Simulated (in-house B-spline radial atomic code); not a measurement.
Whole-atom quantities along the 47-electron series, configuration [Kr] 4d10 4f1. Breit and QED terms are first order and not part of the total energy; the density at the nucleus is averaged over the nuclear charge. Computed with a radial B-spline atomic code at the basis-set limit: Dirac-Hartree-Fock, average of the configuration, finite nuclei.

```json
{"ion": "Sm15+", "Z": "62", "E/Z² (Eh)": "-2.6955", "Σ<r²> (bohr²)": "9.4861", "n(0)/Z³ (bohr⁻³)": "2.1025", "Lamb diamagnetic shielding (ppm)": "7110.12", "repulsion over attraction": "0.13026", "Breit energy (eV)": "249.11", "self-energy (eV)": "196.58", "vacuum polarisation (eV)": "-29.864", "Dirac less non-relativistic energy (Eh)": "-394.15"}
{"ion": "Eu16+", "Z": "63", "E/Z² (Eh)": "-2.7127", "Σ<r²> (bohr²)": "8.9298", "n(0)/Z³ (bohr⁻³)": "2.1728", "Lamb diamagnetic shielding (ppm)": "7267.28", "repulsion over attraction": "0.12854", "Breit energy (eV)": "263.16", "self-energy (eV)": "208.45", "vacuum polarisation (eV)": "-32.12", "Dirac less non-relativistic energy (Eh)": "-423.13"}
{"ion": "Gd17+", "Z": "64", "E/Z² (Eh)": "-2.7296", "Σ<r²> (bohr²)": "8.4241", "n(0)/Z³ (bohr⁻³)": "2.2448", "Lamb diamagnetic shielding (ppm)": "7425.68", "repulsion over attraction": "0.12684", "Breit energy (eV)": "277.77", "self-energy (eV)": "220.87", "vacuum polarisation (eV)": "-34.52", "Dirac less non-relativistic energy (Eh)": "-453.78"}
{"ion": "Tb18+", "Z": "65", "E/Z² (Eh)": "-2.7463", "Σ<r²> (bohr²)": "7.9626", "n(0)/Z³ (bohr⁻³)": "2.337", "Lamb diamagnetic shielding (ppm)": "7585.44", "repulsion over attraction": "0.12516", "Breit energy (eV)": "292.96", "self-energy (eV)": "233.88", "vacuum polarisation (eV)": "-37.084", "Dirac less non-relativistic energy (Eh)": "-486.22"}
{"ion": "Dy19+", "Z": "66", "E/Z² (Eh)": "-2.7629", "Σ<r²> (bohr²)": "7.5397", "n(0)/Z³ (bohr⁻³)": "2.4018", "Lamb diamagnetic shielding (ppm)": "7746.42", "repulsion over attraction": "0.1235", "Breit energy (eV)": "308.72", "self-energy (eV)": "247.48", "vacuum polarisation (eV)": "-39.79", "Dirac less non-relativistic energy (Eh)": "-520.4"}
{"ion": "Ho20+", "Z": "67", "E/Z² (Eh)": "-2.7792", "Σ<r²> (bohr²)": "7.1509", "n(0)/Z³ (bohr⁻³)": "2.493", "Lamb diamagnetic shielding (ppm)": "7908.9", "repulsion over attraction": "0.12187", "Breit energy (eV)": "325.08", "self-energy (eV)": "261.71", "vacuum polarisation (eV)": "-42.683", "Dirac less non-relativistic energy (Eh)": "-556.54"}
{"ion": "Er21+", "Z": "68", "E/Z² (Eh)": "-2.7955", "Σ<r²> (bohr²)": "6.7925", "n(0)/Z³ (bohr⁻³)": "2.5792", "Lamb diamagnetic shielding (ppm)": "8072.8", "repulsion over attraction": "0.12026", "Breit energy (eV)": "342.06", "self-energy (eV)": "276.6", "vacuum polarisation (eV)": "-45.752", "Dirac less non-relativistic energy (Eh)": "-594.64"}
{"ion": "Tm22+", "Z": "69", "E/Z² (Eh)": "-2.8115", "Σ<r²> (bohr²)": "6.4611", "n(0)/Z³ (bohr⁻³)": "2.6809", "Lamb diamagnetic shielding (ppm)": "8238.27", "repulsion over attraction": "0.11868", "Breit energy (eV)": "359.67", "self-energy (eV)": "292.16", "vacuum polarisation (eV)": "-49.023", "Dirac less non-relativistic energy (Eh)": "-634.84"}
{"ion": "Yb23+", "Z": "70", "E/Z² (Eh)": "-2.8274", "Σ<r²> (bohr²)": "6.1539", "n(0)/Z³ (bohr⁻³)": "2.7701", "Lamb diamagnetic shielding (ppm)": "8405.23", "repulsion over attraction": "0.11711", "Breit energy (eV)": "377.92", "self-energy (eV)": "308.42", "vacuum polarisation (eV)": "-52.485", "Dirac less non-relativistic energy (Eh)": "-677.14"}
{"ion": "Lu24+", "Z": "71", "E/Z² (Eh)": "-2.8432", "Σ<r²> (bohr²)": "5.8685", "n(0)/Z³ (bohr⁻³)": "2.8677", "Lamb diamagnetic shielding (ppm)": "8573.85", "repulsion over attraction": "0.11558", "Breit energy (eV)": "396.82", "self-energy (eV)": "325.42", "vacuum polarisation (eV)": "-56.165", "Dirac less non-relativistic energy (Eh)": "-721.69"}
{"ion": "Hf25+", "Z": "72", "E/Z² (Eh)": "-2.8589", "Σ<r²> (bohr²)": "5.6028", "n(0)/Z³ (bohr⁻³)": "2.9846", "Lamb diamagnetic shielding (ppm)": "8744.24", "repulsion over attraction": "0.11406", "Breit energy (eV)": "416.41", "self-energy (eV)": "343.19", "vacuum polarisation (eV)": "-60.089", "Dirac less non-relativistic energy (Eh)": "-768.64"}
```

Question: With what power of Z does the column «Σ<r²> (bohr²)» change over this range?

Answer: A fit of the logarithm of its size against log Z from Z = 62 to 72 has slope -3.52. Unscreened non-relativistic hydrogenic orbitals would give -2.
